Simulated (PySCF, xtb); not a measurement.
Te(Et)(SiH3) (C2H8SiTe), SMILES CC[Te][SiH3]. One conformer was computed; it need not be the lowest.

Harmonic wavenumbers (cm⁻¹) from GFN2-xTB (xtb 6.7.1) at its own minimum, in rising order: 57, 76, 121, 247, 260, 363, 489, 499, 524, 742, 762, 791, 818, 989, 1015, 1086, 1244, 1247, 1417, 1479, 1502, 1504, 2229, 2255, 2304, 2995, 3006, 3019, 3027, 3031.

Q: What does PySCF 2.14.0 with B3LYP-D3(BJ)/def2-SVP give at its own minimum? (An estimate is asked for; the answer gives what the named calculation found.)

A: 45, 87, 120, 251, 260, 332, 484, 551, 554, 723, 891, 931, 960, 969, 977, 1061, 1214, 1246, 1397, 1451, 1465, 1471, 2206, 2213, 2232, 3020, 3075, 3098, 3118, 3144. Paired by order, the mean absolute difference is 44 cm⁻¹ and the zero-point energies are 55.9 and 56.5 kcal/mol.
